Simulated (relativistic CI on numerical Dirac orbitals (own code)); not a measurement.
## Hyperfine structure of Sm32+, mass number 147

Method of calculation: Dirac-Coulomb-Breit CI, KLI orbitals optimised for each configuration, a model potential for QED, unscaled Slater integrals (own radial code, finite nucleus).

Configurations in the expansion (outside the closed core [Ar] 3d10): 4s2, 4s 4p, 4p2, 4s 4d, 4d2, 4s 4f, 4p 4d, 4f2, 4p 4f, 4d 4f, 4s 5s, 4s 5p, 4s 5d, 4s 5f, 4s 5g, 4s 6s. Levels of other configurations are missing.

Nuclear spin I = 7/2, μ = -0.809 μN, Q = -0.26 b (tables of Stone and Pyykkö). The electronic factors are computed for point nuclear moments, without core polarisation or the Bohr-Weisskopf and QED corrections.

```tsv
Level	E (eV)	A (MHz)	B (MHz)
4s 4p 3P°_1	65.631	-98540	4300
4s 4p 3P°_2	99.491	-44990	-14900
4s 4p 1P°_1	114.108	25980	-11600
4p2 3P_1	175.095	3851	-7460
4p2 1D_2	175.944	-16830	-13600
4p2 3P_2	211.495	-10520	2660
4s 4d 3D_1	217.248	35840	-1220
4s 4d 3D_2	219.940	-21830	-2260
```

Levels with J = 0, under 50 % of one LS term, or S terms without an open s electron are left out. Small factors come from cancelling terms and can be off by tens of per cent or more.

At this charge energies of transitions that change n are usually good to better than 1 %, and those within a shell (Δn = 0) to a few per cent.

Give the hyperfine levels of 4s 4p 3P°_1 relative to its centre of gravity.

With K = F(F + 1) − I(I + 1) − J(J + 1), E = AK/2 + B[¾K(K + 1) − I(I + 1)J(J + 1)]/[2I(2I − 1)J(2J − 1)]: F = 5/2: 445700, F = 7/2: 95470, F = 9/2: -343800 MHz.

LS names give the leading component of a level, which can be under half, so a name can repeat, a term be missing and a line seem to break the LS rules.
